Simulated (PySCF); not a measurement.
This script is equivalent to a calculation on Be²⁺ (beryllium, charge +2).

```python
from pyscf import gto, scf, dft, mp, cc
import basis_set_exchange as bse
mol = gto.M(atom="Be 0 0 0", charge=2, spin=0, symmetry="D2h",
            basis=gto.basis.parse(bse.get_basis("Sapporo-DZP-2012", elements=["Be"], fmt="nwchem", header=False)),
            nucmod="G")
mf = dft.UKS(mol, xc="M06L").sfx2c1e()
mf.irrep_nelec = {'Ag': (1, 1)}
mf.kernel()
```

(1) What total energy does it give?

(2) Which occupied shell lies highest, and where?

Answers

(1) -13.687 hartree (calculated).

(2) 1s, at -134.67 eV.
